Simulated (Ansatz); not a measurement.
Program: Ansatz. Geometries: PBE0-D4/def2-TZVP. ΔE: electronic, gas phase. CCSD(T)/CBS adds triple-zeta CCSD(T) − MP2 to the extrapolated MP2 energy (def2 sets, frozen cores). This one scheme is used for every species. DFT in def2-TZVPP. B3LYP here is the variant with VWN-RPA as its local correlation; programs differ in this. For Ge outer-core shells are correlated without core-valence functions, which leaves a few kJ/mol of doubt a bond. Scalar relativity is left out up to krypton. Each species was taken in one conformer, which may not be the lowest.

Reaction (ligand exchange at the Si–C bond): `N[SiH2]C(Cl)Cl` + `[NH2][GeH2][NH2]` → `N[SiH2][NH][GeH2][NH2]` + `ClCCl`

`N[SiH2]C(Cl)Cl`:

```xyz
10

N    -0.686   -0.223   -1.601
Si   -0.658   -0.336    0.100
C     0.854    0.485    0.915
Cl    0.739    0.253    2.672
Cl    2.340   -0.235    0.254
H    -0.010   -0.703   -2.172
H    -1.069    0.581   -2.069
H    -1.852    0.369    0.627
H    -0.588   -1.750    0.529
H     0.930    1.558    0.745
```

`[NH2][GeH2][NH2]`:

Z-matrix (Å, degrees):
```
Ge
N 1 1.832
N 1 1.832 2 103.7
H 1 1.547 2 105.1 3 -123.1
H 1 1.547 2 116.8 3 115.1
H 2 1.010 1 115.2 3 168.1
H 2 1.010 1 114.4 3 -63.9
H 3 1.010 1 115.2 2 168.1
H 3 1.010 1 114.5 2 -63.9
```

`N[SiH2][NH][GeH2][NH2]`:

Cartesian coordinates in Å:
```
N 2.587 -1.112 0.335
Si 0.895 -0.939 0.539
N 0.212 -0.034 -0.742
Ge -1.005 1.342 -0.582
N -2.693 0.860 -0.044
H 3.198 -0.314 0.286
H 3.061 -1.929 0.681
H 0.450 -0.191 1.755
H 0.410 -2.344 0.659
H 0.392 -0.341 -1.686
H -1.127 1.955 -1.985
H -0.494 2.320 0.484
H -2.749 0.565 0.921
H -3.138 0.159 -0.621
```

`ClCCl`:

Cartesian coordinates in Å:
```
Cl -1.279 -1.047 -0.335
C 0.099 0.027 -0.103
Cl 0.150 0.738 1.509
H 1.006 -0.551 -0.246
H 0.024 0.834 -0.826
```

Problem. Is it downhill or uphill in electronic energy at CCSD(T)/CBS, and by how much? (An estimate is asked.)

Solution. Ansatz gave: Downhill: ΔE = -72.7 kJ/mol.

Problem. What do these levels give: r2SCAN-D4, B3LYP-D4, PBE, SCS-MP2/def2-TZVPP, CCSD/def2-TZVPP, HF/def2-QZVPP? (Best estimate.)

Solution. The calculation gave: r2SCAN-D4 -70.2, B3LYP-D4 -72.4, PBE -65.6, SCS-MP2/def2-TZVPP -77.1, CCSD/def2-TZVPP -77.1, HF/def2-QZVPP -87.3 kJ/mol.

Largest T1 diagnostic among the species: 0.011.

In def2-TZVPP, CCSD(T) changes the Hartree–Fock value by +11.6 kJ/mol (the triples alone add +2.1 kJ/mol) and MP2 by +11.7 kJ/mol. From PBE to PBE0 (25 % exact exchange), in def2-TZVPP and without D4, ΔE moves by −4.6 kJ/mol.
